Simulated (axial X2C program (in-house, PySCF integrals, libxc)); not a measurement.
# SrAs: bond constants with and without spin–orbit coupling

Calculated with an in-house all-electron X2C program for linear molecules (integrals from PySCF). Spin-free means the one-electron spin-free X2C Hamiltonian; two-component (2c) means X2C with spin–orbit coupling and atomic mean-field two-electron Coulomb and Gaunt terms, so the difference of the two also holds small scalar two-electron terms. Basis: Sr dyall-cv3z [13s12p8d5f1g], As dyall-cv3z [9s9p6d4f1g] (cores contracted in-house); Gaussian nuclei, density fitting, unrestricted open shells. Masses: Sr 87.906 u, As 74.922 u.

Input:
```json
{
 "zs": [
  38,
  33
 ],
 "q": 0,
 "bas": [
  "dyall-cv3z",
  "dyall-cv3z"
 ],
 "levels": [
  "PBE0",
  "HF",
  "TPSS"
 ],
 "cc": true,
 "r0": 3.06,
 "thr": -2.0,
 "nmax": 90,
 "npts": 10,
 "nst": 2,
 "ntry": 6
}
```
```bash
python so2c.py task.json out
```

Keys: zs atomic numbers; q charge; bas basis sets; levels methods; cc coupled cluster on or off; r0 starting distance in Å; thr threshold in hartree for freezing inner shells (an s shell follows its p shell); nmax most natural virtual spinors; npts points on the curve; nst determinants followed; ntry starts of the search. HF also brings MP2.

State, spin-free: M_S = 3/2, Λ = 0 (beyond evenly filled blocks: σα, π+α, π-α); electrons by block: σα: 17, σβ: 16, π+α: 8, π+β: 7, π-α: 8, π-β: 7, δ+α: 2, δ+β: 2, δ-α: 2, δ-β: 2. Fragments: Sr + As.

State, 2c: Ω = 3/2 (⟨Sz⟩ = 1.48, ⟨Lz⟩ = 0.02 at HF); electrons by block: 1/2: 24, -1/2: 24, 3/2: 10, -3/2: 9, 5/2: 2, -5/2: 2. Fragments: Sr + As.

```csv
Hamiltonian,level,Re (Å),ωe (cm⁻¹),Be (cm⁻¹),αe (cm⁻¹),De (eV),D0 (eV),μ (D)
spin-free,PBE0,3.014,160.8,0.04587,0.000182,1.19,1.18,-4.20
spin-free,HF,3.102,158.5,0.04332,0.000164,0.574,0.564,-4.93
spin-free,MP2,3.041,160.6,0.04507,0.000181,0.675,0.665,n/a
spin-free,CCSD,3.055,158.9,0.04466,0.000182,0.723,0.713,n/a
spin-free,CCSD(T),3.053,158.2,0.04472,0.000185,0.705,0.695,n/a
spin-free,TPSS,3.029,157.4,0.04543,0.000179,1.33,1.32,-3.81
2c,HF,3.100,158.3,0.04338,0.000162,0.576,0.566,-4.95
2c,MP2,3.041,160.5,0.04508,0.000179,0.673,0.663,n/a
```

Correlated methods: 15 electrons correlated (number of frozen shells: Sr 3 s, 2 p, 1 d; As 3 s, 2 p, 1 d), 297 virtual spin orbitals or spinors in MP2.

Dipoles are positive if As is the positive end.

One determinant describes the state; a PBE0 search over occupations chose it and may have missed a lower one. De is counted from the lowest determinant-based energies of the atoms at the same level, without counterpoise correction. CCSD and (T) use frozen natural virtuals with an MP2 correction for the truncation; (T) itself is uncorrected, so its De runs slightly low. PBE0 can misorder states that lie within some tenths of an eV, so this need not be the ground state of the molecule. The nearest other spin-free determinant of the search, M_S = 1/2, Λ = 0, lies 0.07 eV up at the distance of the search. With several unpaired electrons one determinant need not be a pure state. A state of lower Ω lies just above, and one determinant can place such states too high, so the state shown need not be the lowest. The search has Ω = 1/2 only 0.07 eV up. At some level and bond length an empty orbital lies below a filled one. This is the top spin component of a Σ state; components of lower Ω are not single determinants and can lie lower.

No reliable constants came from CCSD (2c), CCSD(T) (2c), PBE0 (2c), TPSS (2c): no minimum in range, unconverged points, a curve that is not smooth, a change of character along it, or the two Hamiltonians disagreeing along it.

Rough cost a point (2c) on 1 thread(s) of a shared host, integrals apart: HF 1.2 s.
